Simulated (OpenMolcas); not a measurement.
How basis sets differ on CH2FNOSn (SMILES O=C=[N][SnH2][F])

CH2FNOSn has 7 atoms, charge 0, and is taken as a singlet. SMILES: `O=C=[N][SnH2][F]`. The coordinates come from a PBE0-D4/def2-TZVP relaxation. This is one conformer, not always the lowest.

Quantity: the HOMO–LUMO gap, in eV. The values are calculated.

```tsv
level	kind	program	value (eV)	CPU time
HF/ANO-R0 (sfX2C)	Hartree–Fock	OpenMolcas	12.27	7.5 s
HF/STO-3G	Hartree–Fock	OpenMolcas	16.63	3.7 s
HF/3-21G	Hartree–Fock	OpenMolcas	14.59	5.2 s
HF/ANO-RCC-VDZ (DKH2, RICD fitting)	Hartree–Fock	OpenMolcas	13.99	16 s
HF/def2-SVP (core potential)	Hartree–Fock	OpenMolcas	14.47	11 s
```

All-electron rows without a relativistic Hamiltonian named are non-relativistic, while core potentials hold scalar relativity, so basis and relativity change together. The values span 12.27 to 16.63 eV. A Hartree–Fock LUMO above zero doesn't converge with the basis: it sinks as sets grow more diffuse. Orbital gaps aren't excitation energies. CPU times are rough (shared hosts, several kinds of processor and program).
